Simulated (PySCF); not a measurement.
PySCF job for H2I2O2Si, SMILES O[Si](O)(I)I, TDDFT-LC-ωPBE/def2-SVPD. The structure is a stationary point at PBE-D3(BJ)/def2-SVP. The def2 effective core potentials stand for the cores of I; spin–orbit coupling is left out. One conformer was computed; it need not be the lowest.

```python
import numpy as np
from pyscf import gto, scf, dft, tdscf

mol = gto.M(
    atom='''
    O    -0.09590723    1.39458456   -1.82122766
    Si    0.00000000   -0.00000000   -0.91620592
    O     0.09590723   -1.39458456   -1.82122766
    I    -2.04563741    0.00159824    0.43801799
    I     2.04563741   -0.00159824    0.43801799
    H     0.74839014    1.66128003   -2.23169063
    H    -0.74839014   -1.66128003   -2.23169063
    ''',
    basis='def2-SVPD',
    ecp={'I': 'def2-svp'},
    charge=0,
    spin=0,
    symmetry=True,
    max_memory=1600,
    verbose=4,
)
mf = dft.RKS(mol, xc='lc_wpbe').density_fit(auxbasis='def2-universal-jkfit')
mf.grids.level = 3
mf.conv_tol = 1e-9
mf.max_cycle = 100
mf.kernel()
mf.grids = dft.Grids(mol).set(level=1).build(with_non0tab=True)  # coarser grid for the response kernel
td = tdscf.TDDFT(mf)
td.singlet = True
td.nstates = 10
td.conv_tol = 1e-4
td.positive_eig_threshold = 1e-6
td.kernel(x0=td.get_init_guess(mf, 15))
td.analyze()
tt = tdscf.TDA(mf)
tt.singlet = False
tt.nstates = 4
tt.conv_tol = 1e-4
tt.positive_eig_threshold = 1e-6
tt.kernel(x0=tt.get_init_guess(mf, 9))
tt.analyze(verbose=3)
```

Output:

```
PySCF version 2.14.0

[INPUT] verbose = 4
[INPUT] num. atoms = 7
[INPUT] num. electrons = 82
[INPUT] charge = 0
[INPUT] spin (= nelec alpha-beta = 2S) = 0
[INPUT] symmetry True subgroup None
[INPUT] Mole.unit = angstrom
[INPUT] Symbol           X                Y                Z      unit          X                Y                Z       unit  Magmom
[INPUT]  1 O     -0.095907230000   1.394584560000  -1.821227660000 AA   -0.181238398066   2.635382875947  -3.441621487882 Bohr   0.0
[INPUT]  2 Si     0.000000000000   0.000000000000  -0.916205920000 AA    0.000000000000   0.000000000000  -1.731378262505 Bohr   0.0
[INPUT]  3 O      0.095907230000  -1.394584560000  -1.821227660000 AA    0.181238398066  -2.635382875947  -3.441621487882 Bohr   0.0
[INPUT]  4 I     -2.045637410000   0.001598240000   0.438017990000 AA   -3.865694455065   0.003020235881   0.827734038732 Bohr   0.0
[INPUT]  5 I      2.045637410000  -0.001598240000   0.438017990000 AA    3.865694455065  -0.003020235881   0.827734038732 Bohr   0.0
[INPUT]  6 H      0.748390140000   1.661280030000  -2.231690630000 AA    1.414252398925   3.139364272909  -4.217284085458 Bohr   0.0
[INPUT]  7 H     -0.748390140000  -1.661280030000  -2.231690630000 AA   -1.414252398925  -3.139364272909  -4.217284085458 Bohr   0.0

nuclear repulsion = 473.609343923479
point group symmetry = C2
symmetry origin: [0.00000000e+00 0.00000000e+00 3.28648032e-09]
symmetry axis x: [1.00000000e+00 2.06622728e-09 2.09729471e-19]
symmetry axis y: [ 2.06622728e-09 -1.00000000e+00 -1.04652104e-17]
symmetry axis z: [ 0.00000000e+00 -1.04652104e-17  1.00000000e+00]
num. orbitals of irrep A = 80
num. orbitals of irrep B = 76
number of shells = 62
number of NR pGTOs = 268
number of NR cGTOs = 156
basis = def2-SVPD
ecp = {'I': 'def2-svp'}


[settings echo left out]
init E= -973.198958119052
HOMO (B) = -1.01106662974472  LUMO (A) = -0.934720484253084  gap/eV = 2.07748
cycle= 1 E= -1033.74342960659  delta_E= -60.5  |g|= 3.98  |ddm|= 13.5
HOMO (B) = -0.0430536807138608  LUMO (A) = -0.0165828216059013  gap/eV = 0.72031
cycle= 2 E= -1034.94985735979  delta_E= -1.21  |g|= 2.67  |ddm|=   12
HOMO (B) = -0.33672579733528  LUMO (A) = 0.00840176161933891  gap/eV = 9.39140
cycle= 3 E= -1036.32750118391  delta_E= -1.38  |g|= 0.579  |ddm|= 4.87
HOMO (B) = -0.378108626219994  LUMO (A) = -0.00818691850623955  gap/eV = 10.06608
cycle= 4 E= -1036.40564439485  delta_E= -0.0781  |g|= 0.281  |ddm|= 0.939
HOMO (B) = -0.374979116029632  LUMO (A) = 0.0149531440724111  gap/eV = 10.61060
cycle= 5 E= -1036.42135617447  delta_E= -0.0157  |g|= 0.0536  |ddm|= 0.297
HOMO (B) = -0.376281461263064  LUMO (A) = 0.0197207905971232  gap/eV = 10.77577
cycle= 6 E= -1036.4224401638  delta_E= -0.00108  |g|= 0.0195  |ddm|= 0.128
HOMO (B) = -0.378268540253601  LUMO (A) = 0.0177938784202634  gap/eV = 10.77741
cycle= 7 E= -1036.42263076255  delta_E= -0.000191  |g|= 0.00457  |ddm|= 0.0592
HOMO (B) = -0.37772748298472  LUMO (A) = 0.0183540565170028  gap/eV = 10.77793
cycle= 8 E= -1036.42264877979  delta_E= -1.8e-05  |g|= 0.00129  |ddm|= 0.0201
HOMO (B) = -0.377657249370234  LUMO (A) = 0.0183583496334184  gap/eV = 10.77613
cycle= 9 E= -1036.42265041785  delta_E= -1.64e-06  |g|= 0.000328  |ddm|= 0.0068
HOMO (B) = -0.377697884606585  LUMO (A) = 0.0183553418173432  gap/eV = 10.77716
cycle= 10 E= -1036.42265051818  delta_E= -1e-07  |g|= 6.81e-05  |ddm|= 0.00169
HOMO (B) = -0.377713225715928  LUMO (A) = 0.0183462220769281  gap/eV = 10.77733
cycle= 11 E= -1036.42265052236  delta_E= -4.18e-09  |g|= 1.57e-05  |ddm|= 0.000278
HOMO (B) = -0.377711997166472  LUMO (A) = 0.0183474259104353  gap/eV = 10.77733
cycle= 12 E= -1036.42265052265  delta_E= -2.81e-10  |g|= 5.91e-06  |ddm|= 6.22e-05
HOMO (B) = -0.377712603935411  LUMO (A) = 0.018347281479405  gap/eV = 10.77734
Extra cycle  E= -1036.42265052268  delta_E= -3.07e-11  |g|= 2.86e-06  |ddm|= 1.88e-05
converged SCF energy = -1036.42265052268
tot grids = 37768
Overwritten attributes  positive_eig_threshold  of <class 'pyscf.tdscf.rks.TDDFT'>


******** <class 'pyscf.tdscf.rks.TDDFT'> for <class 'pyscf.df.df_jk.DFSymAdaptedRKS'> ********
nstates = 10 singlet
deg_eia_thresh = 1.000e-03
wfnsym = None
conv_tol = 0.0001
eigh lindep = 1e-12
eigh level_shift = 0
eigh max_cycle = 100


Excitation energies (eV)
[5.51431454 5.63067494 5.81426654 6.04318251 7.4081241  7.46387759
 7.5002409  7.60294097 7.63205295 7.79997628]

** Singlet excitation energies and oscillator strengths **
Excited State   1:    B      5.51431 eV    224.84 nm  f=0.0438
      38 -> 43        0.10915
      38 -> 52       -0.12458
      41 -> 42       -0.64219
      41 -> 45        0.13351
Excited State   2:    A      5.63067 eV    220.19 nm  f=0.0001
      39 -> 43       -0.11862
      39 -> 52        0.11093
      40 -> 42        0.63849
      40 -> 44       -0.10645
      40 -> 45       -0.12899
Excited State   3:    B      5.81427 eV    213.24 nm  f=0.0051
      39 -> 42       -0.62830
      39 -> 45        0.12604
      40 -> 43        0.13735
      40 -> 52       -0.12575
Excited State   4:    A      6.04318 eV    205.16 nm  f=0.0064
      38 -> 42        0.60829
      38 -> 45       -0.11135
      41 -> 43       -0.16557
      41 -> 46       -0.10394
      41 -> 47        0.10077
      41 -> 52        0.16597
Excited State   5:    B      7.40812 eV    167.36 nm  f=0.1240
      37 -> 42        0.42895
      37 -> 44       -0.11267
      41 -> 44        0.40014
      41 -> 45        0.11820
      41 -> 48       -0.12991
      41 -> 51        0.10251
      41 -> 54       -0.13434
Excited State   6:    A      7.46388 eV    166.11 nm  f=0.0003
      39 -> 43        0.24580
      39 -> 49        0.11754
      39 -> 52       -0.20580
      39 -> 55        0.10340
      40 -> 44       -0.48304
      40 -> 45       -0.20533
      40 -> 48        0.16067
      40 -> 51       -0.10544
      40 -> 54        0.16643
Excited State   7:    B      7.50024 eV    165.31 nm  f=0.0401
      37 -> 42       -0.12458
      39 -> 44       -0.40116
      39 -> 45       -0.16410
      39 -> 48        0.13191
      39 -> 51       -0.10260
      39 -> 54        0.14014
      40 -> 43        0.25509
      40 -> 49        0.20227
      40 -> 52       -0.18651
      40 -> 55        0.10670
      41 -> 44        0.20116
      41 -> 45        0.11448
Excited State   8:    B      7.60294 eV    163.07 nm  f=0.0687
      37 -> 42        0.36178
      38 -> 43        0.13347
      39 -> 44       -0.21270
      40 -> 43        0.10818
      40 -> 46        0.12439
      40 -> 49       -0.13404
      40 -> 52       -0.13430
      40 -> 53       -0.15308
      41 -> 44       -0.29491
      41 -> 45       -0.20236
      41 -> 51        0.14950
Excited State   9:    A      7.63205 eV    162.45 nm  f=0.0366
      36 -> 42        0.16636
      38 -> 42        0.15070
      38 -> 44       -0.29960
      38 -> 45       -0.17368
      38 -> 51       -0.10603
      38 -> 54        0.11186
      41 -> 43        0.34820
      41 -> 47       -0.10647
      41 -> 49        0.23976
      41 -> 52       -0.25183
Excited State  10:    A      7.79998 eV    158.95 nm  f=0.0019
      41 -> 46       -0.29526
      41 -> 47        0.14314
      41 -> 49        0.47923
      41 -> 52        0.14596
      41 -> 53        0.27036

** Transition electric dipole moments (AU) **
state          X           Y           Z        Dip. S.      Osc.
  1        -0.5693     -0.0145     -0.0000      0.3243      0.0438
  2         0.0000     -0.0000      0.0245      0.0006      0.0001
  3        -0.0061     -0.1899      0.0000      0.0361      0.0051
  4         0.0000     -0.0000      0.2078      0.0432      0.0064
  5         0.8208      0.0962      0.0000      0.6830      0.1240
  6        -0.0000      0.0000     -0.0421      0.0018      0.0003
  7        -0.1802     -0.4307      0.0000      0.2180      0.0401
  8         0.5559     -0.2445      0.0000      0.3688      0.0687
  9         0.0000     -0.0000     -0.4426      0.1959      0.0366
 10        -0.0000      0.0000     -0.0986      0.0097      0.0019

WARN: ECP detected. Skipping calculation of transition velocity and magnetic dipole moments, which have not yet been implemented.

Overwritten attributes  positive_eig_threshold  of <class 'pyscf.tdscf.rks.TDA'>


******** <class 'pyscf.tdscf.rks.TDA'> for <class 'pyscf.df.df_jk.DFSymAdaptedRKS'> ********
nstates = 4 triplet
deg_eia_thresh = 1.000e-03
wfnsym = None
conv_tol = 0.0001
eigh lindep = 1e-12
eigh level_shift = 0
eigh max_cycle = 100


Excitation energies (eV)
[4.92603994 5.11505996 5.2609584  5.48348433]

** Triplet excitation energies and oscillator strengths **
Excited State   1:    B      4.92604 eV    251.69 nm  f=0.0000
Excited State   2:    A      5.11506 eV    242.39 nm  f=0.0000
Excited State   3:    B      5.26096 eV    235.67 nm  f=0.0000
Excited State   4:    A      5.48348 eV    226.10 nm  f=0.0000
```

The run converged.
